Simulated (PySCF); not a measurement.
## P: excitation energy

P [Ne] 3s2 3p3 (4S) → P [Ne] 3s1 3p3 4s1 (6S), as a difference of total energies. All numbers are calculated (PySCF 2.14, the non-relativistic Hamiltonian (point nucleus), in aug-cc-pwCVTZ). Correlated levels: valence: [Ne] frozen. The calculations carry no spin-orbit coupling.

```tsv
method	excitation energy (eV)
UHF	10.699
MP2 (valence)	12.163
SCS-MP2 (valence)	12.656
CCSD (valence)	12.350
CCSD(T) (valence)	12.438
```

Task: How much does correlation contribute at CCSD(T) (valence)?

Result: 12.438 − (10.699) = 1.739 eV, measured against UHF.

The upper state lies above the first ionisation limit, but in LS coupling its spin forbids autoionisation to the ground ion. A Rydberg-like electron needs more diffuse functions than a valence basis has.

The promoted electron is Rydberg-like, and one or two diffuse shells describe it only roughly, which tends to raise the upper state.
